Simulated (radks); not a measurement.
Values are calculated unless marked as measured or tabulated.
Valence configurations of Pb2+. Level of theory: Dirac Kohn-Sham, PBE, spin-unpolarised, spherical densities, point nucleus; open shells fill j = l - 1/2 first (a radial shooting solver on a logarithmic mesh with Libxc functionals). Energies are relative to [Hg]; eigenvalues in eV.

\begin{tabular}{lrrrrrr}
valence & E (eV) & e(4f5/2) & e(4f7/2) & e(5d3/2) & e(5d5/2) & e(6p1/2) \\ \hline
[Hg] & 0.000 & -152.08 & -147.05 & -39.404 & -36.791 & - \\
[Xe] 4f13 5d10 6s2 6p1 & 136.82 & -171.46 & -166.29 & -45.734 & -42.820 & -20.722 \\
[Xe] 4f14 5d10 6s1 6p1 & 8.642 & -153.37 & -148.34 & -40.589 & -37.959 & -19.507 \\
[Xe] 4f13.5 5d10 6s1 6p1.5 & 75.201 & -162.96 & -157.85 & -43.698 & -40.919 & -20.425 \\
[Xe] 4f14 5d9 6s2 6p1 & 19.199 & -157.85 & -152.81 & -43.721 & -40.986 & -20.521 \\
[Xe] 4f13 5d9 6s2 6p2 & 160.25 & -177.42 & -172.24 & -50.121 & -47.085 & -22.328 \\
[Xe] 4f14 5d9.5 6s2 6p0.5 & 9.284 & -154.95 & -149.92 & -41.570 & -38.897 & -19.699 \\
[Xe] 4f13 5d9.5 6s2 6p1.5 & 148.20 & -174.44 & -169.26 & -47.936 & -44.961 & -21.535 \\
[Xe] 4f14 5d10 6p2 & 17.408 & -154.64 & -149.61 & -41.734 & -39.087 & -20.135 \\
[Xe] 4f13.5 5d10 6s1.5 6p1 & 70.704 & -162.33 & -157.22 & -43.125 & -40.354 & -20.113 \\
\end{tabular}

NIST lists [Hg] as the ground configuration; this level of theory agrees among the configurations tried. The energies are those of spherical spin-averaged densities, not of single terms.
